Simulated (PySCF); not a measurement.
Compound: C7H6FS (doublet state).
Geometry (GFN2-xTB, Å), atoms numbered from 1 in this order:
```
atom  x, y, z in Å
C1     3.6107    0.2362   -1.0948
C2     2.4141    0.1898   -0.4747
C3     1.3465    0.1614    0.1227
C4     0.0366    0.0983    0.7139
C5    -0.9967   -0.3512   -0.3473
C6    -2.3596   -0.4817    0.2664
F7    -2.4685   -1.4932    1.1753
C8    -3.3629    0.3105    0.0041
S9    -4.4711    1.3199   -0.4306
H10    4.2142   -0.6486   -1.1921
H11    3.9809    1.1588   -1.5052
H12   -0.2479    1.0808    1.1017
H13    0.0324   -0.6212    1.5380
H14   -1.0347    0.3716   -1.1622
H15   -0.6986   -1.3234   -0.7485
```

The hyperfine couplings belong to this conformer and change with its torsions.

As a line formula: `[CH2]C#CCCC(F)=C=S` [radical].

Computed with UKS B3LYP, pcH-1 on C F H S, non-relativistic, mean-field spin-orbit, GIAO (PySCF 2.14.0). Geometry: GFN2-xTB, one conformer, isolated molecule. Couplings are sensitive to structure, and on GFN2-xTB geometries they can be far from those on DFT ones. Stability of the SCF solution: not tested.

Question: Give the principal g shifts and their parts.

Answer: 
```csv
Δg (ppm),1,2,3
relativistic mass correction,-145,-145,-145
gauge correction,-1,25,38
orbital Zeeman/spin–orbit,-30,554,990
total,-176,433,882
```

So g = 2.00214, 2.00275, 2.00320 and g_iso = 2.00270; the tensor is rhombic: the two nearest values differ by 42 % of g3 − g1. Axes: g3 points within 7° of the C2–C3 bond.

Question: What are the electron Larmor frequencies g μB B/h along the three axes at 350 mT?

Answer: 9.8079, 9.8109, 9.8131 GHz for g1, g2 and g3, a range of 5.2 MHz.

Question: Average each term over the three axes. Which is largest in size?

Answer: The orbital-Zeeman/spin–orbit term 505, the mass correction -145 and the gauge correction 21 ppm, for a total of 380 ppm. The orbital-Zeeman/spin–orbit term is the largest in size. The mass correction is the same along every axis, so the anisotropy comes from the other two: their spans along these axes are 38 (gauge) and 1020 ppm (orbital Zeeman/spin–orbit).

Question: In a frozen sample, at which fields do the three g values resonate at 9.5, 34, 94 and 263 GHz (hyperfine left aside), and which band first spreads them over more than twice a line width of 0.5 mT?

Answer: 
```csv
band,GHz,B(g3) mT,B(g2) mT,B(g1) mT,spread mT
X,9.5,338.83,338.91,339.01,0.18
Q,34.0,1212.67,1212.94,1213.31,0.64
W,94.0,3352.68,3353.43,3354.45,1.77
J,263.0,9380.36,9382.46,9385.32,4.96
```

The spread grows in proportion to the frequency. W band is the first where it exceeds 1.0 mT.

The largest Mulliken spin populations are on C1 (+0.78), C3 (+0.54) and C2 (-0.26). The positive populations add up to 1.38 and the negative ones to -0.38, together 2S = 1. The angles at C1 add up to 360.0°, so it is planar; its axial dipolar tensor and the negative couplings of its protons fit spin in a p orbital normal to that plane.

The HOMO–LUMO gaps are 2.54 eV among the α and 3.10 eV among the β orbitals.

Time: 1.9 min (grids of density and orbitals included); peak memory 1.1 GiB. Hardware: one thread of an Arm Neoverse V1, no GPU, shared host with 32 logical CPUs at a one-minute load of 21.
